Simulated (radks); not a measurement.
Problem. Sr IV, configuration [Ar] 3d10 4s2 4p5. Calculated with a radial shooting solver on a logarithmic mesh with Libxc functionals: Dirac Kohn-Sham, PBEsol, spin-unpolarised, spherical densities, point nucleus; open shells are shared between the two j in proportion to 2j + 1. Some entries of the table are withheld. Estimate them.

orbital,occ.,eigenvalue (hartree),<r^2> (bohr^2),r(max) (bohr)
1s1/2,2,-586.1816,0.002069,(1)
2s1/2,2,-80.33399,0.03505,0.1453
2p1/2,2,-73.22600,0.02671,(2)
2p3/2,4,-70.71448,0.02812,(3)
3s1/2,2,-13.35443,0.2781,0.4362
3p1/2,2,-10.77343,0.2821,0.4249
3p3/2,4,-10.38772,0.2940,0.4339
3d3/2,4,(4),0.2992,0.3746
3d5/2,6,(5),0.3035,0.3773
4s1/2,2,(6),1.986,1.179
4p1/2,1.66667,-1.87556,2.473,1.284
4p3/2,3.33333,-1.82792,2.566,1.309
4d3/2,0,-0.90387,(7),1.712
4d5/2,0,-0.89928,(8),1.721
5s1/2,0,-0.80018,10.97,2.919

Solution. 
(1) 1s1/2 r(max) (bohr): 0.02554
(2) 2p1/2 r(max) (bohr): 0.1137
(3) 2p3/2 r(max) (bohr): 0.1172
(4) 3d3/2 eigenvalue (hartree): -5.85319
(5) 3d5/2 eigenvalue (hartree): -5.78576
(6) 4s1/2 eigenvalue (hartree): -2.53567
(7) 4d3/2 <r^2> (bohr^2): 4.961
(8) 4d5/2 <r^2> (bohr^2): 5.010
